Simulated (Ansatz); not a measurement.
Program: Ansatz. Geometries: PBE0-D4/def2-TZVP. ΔE: electronic, gas phase. CCSD(T)/CBS adds triple-zeta CCSD(T) − MP2 to the extrapolated MP2 energy (def2 sets, frozen cores). DFT in def2-TZVPP. B3LYP here is the variant with VWN-RPA as its local correlation; programs differ in this. Each species was taken in one conformer, which may not be the lowest.

`CCOB(C)Cl` + `CBN[SiH3]` → `CCBN[SiH3]` + `CCOBCl`  (formal exchange of groups at a C–B bond)

(1) Is it downhill or uphill in electronic energy at CCSD(T)/CBS, and by how much? (Estimate.)

(2) What do these levels give: r2SCAN-D4, B3LYP-D4, ωB97M-V, PBE0, B3LYP, HF/def2-TZVPP, MP2/def2-TZVPP, SCS-MP2/def2-TZVPP, CCSD(T)/def2-TZVPP, HF/def2-QZVPP, HF/CBS(def2), CCSD/CBS(def2)? (Best estimate.)

Largest T1 diagnostic among the species: 0.012.

Answers

(1) The calculation gave: Uphill: ΔE = +64.2 kJ/mol.

(2) Ansatz gave: r2SCAN-D4 70.2, B3LYP-D4 65.5, ωB97M-V 66.9, PBE0 63.0, B3LYP 58.9, HF/def2-TZVPP 54.3, MP2/def2-TZVPP 65.0, SCS-MP2/def2-TZVPP 59.8, CCSD(T)/def2-TZVPP 62.3, HF/def2-QZVPP 53.7, HF/CBS(def2) 53.6, CCSD/CBS(def2) 63.0 kJ/mol.

In def2-TZVPP, CCSD(T) changes the Hartree–Fock value by +8.0 kJ/mol (the triples alone add +1.2 kJ/mol) and MP2 by +10.7 kJ/mol. The D4 term adds +6.6 kJ/mol with B3LYP and +3.5 kJ/mol with PBE0; it sums over pairs of atoms, weighted by their polarisabilities, and B3LYP, whose exchange is more repulsive, gets the larger term.
